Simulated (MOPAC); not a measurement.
MOPAC input (PM6):

```
PM6 FORCE THERMO(298,298) PRECISE LET CHARGE=-1 GEO-OK AUX(PRECISION=9) THREADS=1
C3HO

O     1.45589801 1   -0.22667957 1    0.06045479 1
C     0.23620587 1   -0.14600403 1    0.00785686 1
C    -1.14284311 1   -0.59089426 1   -0.06119120 1
C    -0.86305252 1    0.75469313 1   -0.02475471 1
H    -1.17551455 1    1.74206098 1   -0.02095830 1
```

From the output:

```
     H    5   0.078411   0.461380   0.480608   3.934927   4.582516

          HEAT OF FORMATION =      39.394076 KCALS/MOLE

          ZERO POINT ENERGY      15.960 KCAL/MOL

           NORMAL COORDINATE ANALYSIS (Total motion = 1 Angstrom)

   Root No.       1         2         3         4         5         6         7         8

                 1 A'      1 A"      2 A"      2 A'      3 A'      4 A'      5 A'      6 A'

                 456.9     510.1     894.3     904.5     954.0    1060.6    1526.1    1987.7

           1    0.0056    0.0000    0.0000   -0.1058   -0.0908   -0.0682    0.1450   -0.1467
           2   -0.1529    0.0000    0.0000    0.0033    0.0104    0.0096    0.0035   -0.0024
           3   -0.0000   -0.1519   -0.0077    0.0000   -0.0000   -0.0000   -0.0000    0.0000
           4    0.0053   -0.0000   -0.0000   -0.0597   -0.0355   -0.0322   -0.1245    0.3484
           5    0.2225   -0.0000   -0.0000    0.0362   -0.1294    0.1289   -0.0442   -0.0215
           6    0.0000    0.3865    0.0468   -0.0000   -0.0000   -0.0000   -0.0000    0.0000
           7    0.1310    0.0000   -0.0000    0.1134    0.1533   -0.0962   -0.0449   -0.0871
           8   -0.0333    0.0000   -0.0000   -0.0789    0.0391   -0.0965   -0.2187   -0.1302
           9    0.0000   -0.1298    0.0249   -0.0000    0.0000    0.0000    0.0000    0.0000
          10   -0.1130    0.0000    0.0000    0.0368    0.0450    0.2470   -0.0135   -0.0603
          11    0.0209    0.0000    0.0000    0.0186    0.0877   -0.0244    0.2388    0.1396
          12   -0.0000   -0.0290   -0.1280    0.0000   -0.0000    0.0000   -0.0000   -0.0000
          13   -0.3664    0.0000   -0.0000    0.6007   -0.4998   -0.3314   -0.1206   -0.0682
          14   -0.0768    0.0000   -0.0000    0.2348   -0.1347   -0.2478    0.2309    0.1833
          15   -0.0000   -0.3028    0.7925    0.0000   -0.0000   -0.0000   -0.0000   -0.0000

   Root No.       9

                 7 A'

                2869.7

           1   -0.0008
           2    0.0002
           3   -0.0000
           4   -0.0043
           5   -0.0002
           6   -0.0000
           7    0.0038
           8    0.0057
           9   -0.0000
          10    0.0293
          11   -0.0765
          12    0.0000
          13   -0.3299
          14    0.8438
          15    0.0000

           MASS-WEIGHTED COORDINATE ANALYSIS (NORMAL COORDINATES)

   Root No.       1         2         3         4         5         6         7         8

                 1 A'      1 A"      2 A"      2 A'      3 A'      4 A'      5 A'      6 A'

                 456.9     510.1     894.3     904.5     954.0    1060.6    1526.1    1987.7

           1    0.0185    0.0000    0.0000   -0.4443   -0.3564   -0.2286    0.4207   -0.3772
           2   -0.5012    0.0000    0.0000    0.0138    0.0408    0.0321    0.0103   -0.0063
           3   -0.0000   -0.3867   -0.0330    0.0000   -0.0000   -0.0000   -0.0000    0.0000
           4    0.0149   -0.0000   -0.0000   -0.2174   -0.1207   -0.0936   -0.3130    0.7765
           5    0.6319   -0.0000   -0.0000    0.1318   -0.4403    0.3744   -0.1111   -0.0480
           6    0.0000    0.8526    0.1746   -0.0000   -0.0000   -0.0000    0.0000    0.0000
           7    0.3721    0.0000   -0.0000    0.4127    0.5217   -0.2794   -0.1130   -0.1940
           8   -0.0945    0.0000   -0.0000   -0.2872    0.1332   -0.2802   -0.5498   -0.2901
           9    0.0000   -0.2864    0.0929   -0.0000    0.0000    0.0000    0.0000    0.0000
          10   -0.3211    0.0000    0.0000    0.1340    0.1531    0.7176   -0.0340   -0.1343
          11    0.0593    0.0000    0.0000    0.0677    0.2985   -0.0709    0.6003    0.3110
          12   -0.0000   -0.0639   -0.4771    0.0000   -0.0000    0.0000   -0.0000   -0.0000
          13   -0.3015    0.0000   -0.0000    0.6334   -0.4927   -0.2789   -0.0879   -0.0441
          14   -0.0632    0.0000   -0.0000    0.2475   -0.1328   -0.2085    0.1682    0.1183
          15   -0.0000   -0.1935    0.8557    0.0000   -0.0000   -0.0000   -0.0000   -0.0000

   Root No.       9

                 7 A'

                2869.7

           1   -0.0035
           2    0.0007
           3   -0.0000
           4   -0.0158
           5   -0.0008
           6   -0.0000
           7    0.0139
           8    0.0207
           9   -0.0000
          10    0.1065
          11   -0.2782
          12    0.0000
          13   -0.3475
          14    0.8886
          15    0.0000

          DESCRIPTION OF VIBRATIONS

 VIBRATION          1    1A'         ATOM PAIR     ENERGY CONTRIBUTION    RADIAL
 FREQUENCY           456.91         O 1 -- C 2         +26.9% (108.1%)      0.0%
 TRANSITION DIPOLE   1.0838         C 3 -- C 4         +20.6% ( 94.7%)      0.6%
 TRAVEL (Ang.)       0.2103         C 2 -- C 3         +19.9% ( 93.0%)      0.6%
 REDUCED MASS        3.3361         C 2 -- C 4         +19.2% ( 91.3%)      0.8%
 EFFECTIVE MASS     13.9418         C 4 -- H 5         +13.3% ( 76.0%)     95.5%
 FORCE CONSTANT      0.4103

 VIBRATION          2    1A"         ATOM PAIR     ENERGY CONTRIBUTION    RADIAL
 FREQUENCY           510.07         O 1 -- C 2         +37.7% ( 92.1%)      0.0%
 TRANSITION DIPOLE   1.3450         C 2 -- C 3         +31.2% ( 83.7%)      0.0%
 TRAVEL (Ang.)       0.1396         C 2 -- C 4         +28.2% ( 79.6%)      0.0%
 REDUCED MASS        6.7876         C 4 -- H 5          +2.6% ( 24.0%)      0.0%
 EFFECTIVE MASS     12.4525
 FORCE CONSTANT      1.0405

 VIBRATION          3    2A"         ATOM PAIR     ENERGY CONTRIBUTION    RADIAL
 FREQUENCY           894.34         C 4 -- H 5         +86.2% ( 96.3%)      0.0%
 TRANSITION DIPOLE   0.9702         C 2 -- C 4          +7.2% ( 27.8%)      0.0%
 TRAVEL (Ang.)       0.2533         C 3 -- C 4          +5.2% ( 23.6%)      0.0%
 REDUCED MASS        1.1749         O 1 -- C 2          +0.9% (  9.7%)      0.0%
 EFFECTIVE MASS      2.8246
 FORCE CONSTANT      0.5537

 VIBRATION          4    2A'         ATOM PAIR     ENERGY CONTRIBUTION    RADIAL
 FREQUENCY           904.49         C 4 -- H 5         +28.6% ( 61.7%)      0.1%
 TRANSITION DIPOLE   0.2879         C 2 -- C 3         +27.2% ( 60.3%)     32.5%
 TRAVEL (Ang.)       0.2117         C 2 -- C 4         +15.7% ( 45.8%)     81.9%
 REDUCED MASS        1.6641         C 3 -- C 4         +15.0% ( 44.8%)     48.0%
 EFFECTIVE MASS      7.5237         O 1 -- C 2         +13.5% ( 42.4%)     78.7%
 FORCE CONSTANT      0.8021

 VIBRATION          5    3A'         ATOM PAIR     ENERGY CONTRIBUTION    RADIAL
 FREQUENCY           953.98         C 2 -- C 3         +33.2% ( 78.2%)     88.2%
 TRANSITION DIPOLE   0.4221         C 4 -- H 5         +23.4% ( 65.7%)      4.6%
 TRAVEL (Ang.)       0.1872         C 2 -- C 4         +18.6% ( 58.5%)      6.9%
 REDUCED MASS        2.0169         C 3 -- C 4         +14.9% ( 52.4%)      7.7%
 EFFECTIVE MASS      9.5669
 FORCE CONSTANT      1.0815

 VIBRATION          6    4A'         ATOM PAIR     ENERGY CONTRIBUTION    RADIAL
 FREQUENCY          1060.64         C 2 -- C 4         +32.2% ( 84.0%)     98.6%
 TRANSITION DIPOLE   1.8382         C 3 -- C 4         +26.1% ( 75.5%)     11.6%
 TRAVEL (Ang.)       0.1282         C 4 -- H 5         +25.3% ( 74.4%)      5.4%
 REDUCED MASS        3.8686         C 2 -- C 3         +11.9% ( 51.0%)     37.0%
 EFFECTIVE MASS     10.9762
 FORCE CONSTANT      2.5641

 VIBRATION          7    5A'         ATOM PAIR     ENERGY CONTRIBUTION    RADIAL
 FREQUENCY          1526.11         C 3 -- C 4         +41.1% ( 91.0%)     99.5%
```

The dipole moment of an ion depends on the origin.
